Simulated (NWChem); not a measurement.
Isomers of C$_{4}$H$_{4}$F$_{2}$, each optimised at B3LYP/6-31G* with NWChem, gas phase unless a solvent is named. Flexible species stand in one conformer each, which need not be the lowest. Pople sets run with spherical d functions.

A: FC1(F)C=CC1
B: C(C(F)F)#CC
C: C1(F)CCC=1F
D: FC1=C[C@@H](F)C1

| quantity | A | B | C | D |
|---|---|---|---|---|
| dipole (D), B3LYP/6-31G* | 2.29 | 2.87 | 2.01 | 1.22 |
| highest harmonic frequency (cm⁻¹), B3LYP/6-31G* | 3252 | 3113 | 3122 | 3269 |
| SMD solvation free energy in water, B3LYP/6-31G* (kcal/mol) | -0.2 | -0.8 | 1.3 | -0.1 |
